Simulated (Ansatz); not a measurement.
Cost and result for the atomization energy of C7H17N (`CCCCNC(C)C`) (25 atoms, 24 bonds).

Z-matrix (Å, degrees):
```
C
C 1 1.521
H 1 1.093 2 111.0
H 1 1.090 2 111.0 3 -121.0
H 1 1.095 2 110.7 3 119.2
C 2 1.527 1 115.1 3 -177.6
H 2 1.097 1 109.6 3 59.4
H 2 1.096 1 108.8 3 -55.9
C 6 1.521 2 116.0 1 -79.8
H 6 1.095 2 108.9 1 159.5
H 6 1.098 2 109.5 1 44.4
N 9 1.447 6 112.8 2 65.9
H 9 1.097 6 108.9 2 -53.3
H 9 1.103 6 108.1 2 -168.2
C 12 1.454 9 115.9 6 -176.1
H 12 1.015 9 109.9 6 59.0
C 15 1.527 12 114.7 9 -62.2
C 15 1.518 12 108.7 9 173.1
H 15 1.098 12 106.1 9 57.0
H 17 1.093 15 111.0 12 178.2
H 17 1.095 15 110.4 12 -62.4
H 17 1.092 15 111.9 12 58.0
H 18 1.095 15 110.5 12 64.1
H 18 1.091 15 110.6 12 -55.5
H 18 1.092 15 111.2 12 -176.6
```

Total charge 0; spin multiplicity 1. The structure was optimised at the PBE0-D4/def2-TZVP level. It is one conformer, not always the lowest. Program: Ansatz. All runs use 4 threads of an AMD EPYC 7R13 on a shared host and a share of an NVIDIA H100 80 GB. Times are those of one run each, without the atoms' runs, and a repeat can differ threefold. Electronic energies, without spin–orbit coupling; frozen cores. CCSD(T)/CBS adds CCSD(T) − MP2 in def2-TZVPP to the MP2 limit, and its time is that of the two runs behind it. T1 = 0.009. B3LYP takes the VWN-RPA correlation (the form of Gaussian; ORCA's B3LYP/G).

CCSD(T)/CBS is a level of theory with its own doubt, some kJ/mol a heavy atom from the limit and from the frozen cores, so smaller differences don't rank the functionals.

| level | functions | wall time |
| --- | --- | --- |
| BLYP-D4/def2-TZVPP | 486 | 3.9 s |
| PBE-D4/def2-TZVPP (with forces) | 486 | 4.1 s |
| PBE0-D4/def2-TZVPP | 486 | 4.1 s |
| CAM-B3LYP-D4/def2-TZVPP | 486 | 4.3 s |
| CCSD(T)/def2-SVP | 197 | 4.4 s |
| ωB97X-V/def2-TZVPP | 486 | 4.9 s |
| B3LYP-D4/def2-TZVPP (with forces) | 486 | 6 s |
| revPBE-D4/def2-TZVPP | 486 | 6.5 s |
| r2SCAN-D4/def2-TZVPP (with forces) | 486 | 6.5 s |
| ωB97M-V/def2-TZVPP (with forces) | 486 | 9 s |
| MP2/def2-QZVPP | 966 | 16 s |
| CCSD(T)/def2-TZVPP | 486 | 58 s |
| CCSD(T)/CBS(def2) | – | 73 s |

(1) What atomization energy does each give, and how far from CCSD(T)/CBS? (Best estimate.)

Results:

(1) Ansatz gave: 
```json
{"level": "BLYP-D4/def2-TZVPP", "atomization (kcal/mol)": "2337.3", "difference from CCSD(T)/CBS": "-8.0", "per bond": "-0.3"}
{"level": "PBE-D4/def2-TZVPP (with forces)", "atomization (kcal/mol)": "2389.7", "difference from CCSD(T)/CBS": "44.4", "per bond": "1.9"}
{"level": "PBE0-D4/def2-TZVPP", "atomization (kcal/mol)": "2362.6", "difference from CCSD(T)/CBS": "17.3", "per bond": "0.7"}
{"level": "CAM-B3LYP-D4/def2-TZVPP", "atomization (kcal/mol)": "2360.4", "difference from CCSD(T)/CBS": "15.1", "per bond": "0.6"}
{"level": "CCSD(T)/def2-SVP", "atomization (kcal/mol)": "2256.9", "difference from CCSD(T)/CBS": "-88.4", "per bond": "-3.7"}
{"level": "ωB97X-V/def2-TZVPP", "atomization (kcal/mol)": "2351.0", "difference from CCSD(T)/CBS": "5.7", "per bond": "0.2"}
{"level": "B3LYP-D4/def2-TZVPP (with forces)", "atomization (kcal/mol)": "2350.5", "difference from CCSD(T)/CBS": "5.2", "per bond": "0.2"}
{"level": "revPBE-D4/def2-TZVPP", "atomization (kcal/mol)": "2341.1", "difference from CCSD(T)/CBS": "-4.2", "per bond": "-0.2"}
{"level": "r2SCAN-D4/def2-TZVPP (with forces)", "atomization (kcal/mol)": "2347.7", "difference from CCSD(T)/CBS": "2.4", "per bond": "0.1"}
{"level": "ωB97M-V/def2-TZVPP (with forces)", "atomization (kcal/mol)": "2353.3", "difference from CCSD(T)/CBS": "8.0", "per bond": "0.3"}
{"level": "MP2/def2-QZVPP", "atomization (kcal/mol)": "2343.3", "difference from CCSD(T)/CBS": "-2.0", "per bond": "-0.1"}
{"level": "CCSD(T)/def2-TZVPP", "atomization (kcal/mol)": "2295.0", "difference from CCSD(T)/CBS": "-50.3", "per bond": "-2.1"}
{"level": "CCSD(T)/CBS(def2)", "atomization (kcal/mol)": "2345.3", "difference from CCSD(T)/CBS": "0.0", "per bond": "0.0"}
```

From PBE to PBE0 (25 % exact exchange), in def2-TZVPP and without D4, the atomization energy moves by −25.2 kcal/mol: exact exchange takes away binding that semilocal exchange gives to molecules. In def2-TZVPP, CCSD(T) changes the Hartree–Fock value by +541.6 kcal/mol (the triples alone add +27.8 kcal/mol) and MP2 by +560.5 kcal/mol; breaking electron pairs costs correlation energy, which Hartree–Fock lacks. At CCSD(T), def2-SVP lies −88.4 kcal/mol from the extrapolated value and def2-TZVPP −50.3 kcal/mol: correlation converges slowly with the basis, and small sets miss more of it in the bonded molecule than in its fragments.
